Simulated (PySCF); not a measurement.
PySCF was given this input:
```python
from pyscf import gto, scf, dft

mol = gto.Mole()
mol.atom = '''
    O     1.29223798   -0.53634598    0.12438406
    S    -0.12233129   -0.08572590    0.46242826
    F    -0.98017879   -0.70632344   -0.73527068
    F    -0.16480630    1.39870553   -0.12933654
    H     1.92426265   -0.56905663   -0.61245951
'''
mol.basis = '3-21g'
mol.charge = 1
mol.verbose = 3
mol.build()

mf = dft.RKS(mol)
mf.xc = 'wb97x'
mf.kernel()
```

Question: What nuclear repulsion energy does PySCF with WB97X/3-21G give?

Answer: 200.6637 Eh

Question: Predict the HOMO energy from WB97X/3-21G.

Answer: -20.32 eV

Question: Estimate the HOMO-LUMO gap that WB97X/3-21G returns for this input.

Answer: 14.01 eV

Question: What Mulliken (on the basis functions themselves) charges in atom order does WB97X/3-21G give?

Answer: O1 -0.70, S2 1.68, F3 -0.26, F4 -0.26, H5 0.54

Question: What number of basis functions does WB97X/3-21G give?

Answer: 42

Question: Give the total energy at the level WB97X/3-21G.

Answer: -669.6822 Eh
